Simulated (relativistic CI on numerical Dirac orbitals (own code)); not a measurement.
**Hyperfine structure of Re72+, mass number 187**

Method of calculation: Dirac-Coulomb-Breit CI, KLI orbitals optimised for each configuration, model QED (radiative potential, 1s self-energy scaled to tabulated hydrogen-like ionisation energies), unscaled Slater integrals (own radial code, finite nucleus).

Configuration list (outside the closed core 1s2): 2s, 2p, 3s, 3p, 3d, 4s, 4p, 4d, 4f, 5s, 5p, 5d, 5f, 5g. Levels of other configurations are missing.

Nuclear spin I = 5/2, μ = 3.209 μN, Q = 1.94 b (tables of Stone and Pyykkö). The electronic factors are computed for point nuclear moments, without core polarisation or the Bohr-Weisskopf and QED corrections.

| Level | E (Ry) | A (GHz) | B (GHz) |
| --- | --- | --- | --- |
| 2s 2S_1/2 | 0.000 | 33390 |  |
| 2p 2P°_1/2 | 14.605 | 10870 |  |
| 2p 2P°_3/2 | 132.095 | 1178 | 3550 |
| 3s 2S_1/2 | 845.147 | 9929 |  |
| 3p 2P°_1/2 | 849.078 | 3364 |  |
| 3p 2P°_3/2 | 884.118 | 366.6 | 1130 |
| 3d 2D_3/2 | 885.014 | 212.5 | 223 |
| 3d 2D_5/2 | 894.850 | 83.72 | 266 |

Levels with J = 0, under 50 % of one LS term, or S terms without an open s electron are left out. Small factors come from cancelling terms and can be off by tens of per cent or more.

At this charge energies of transitions that change n are usually good to better than 1 %, and those within a shell (Δn = 0) to a few per cent.

**Question.** Give the hyperfine levels of 2s 2S_1/2 relative to its centre of gravity.

**Answer.** With K = F(F + 1) − I(I + 1) − J(J + 1), E = AK/2: F = 2: -58430, F = 3: 41730 GHz.
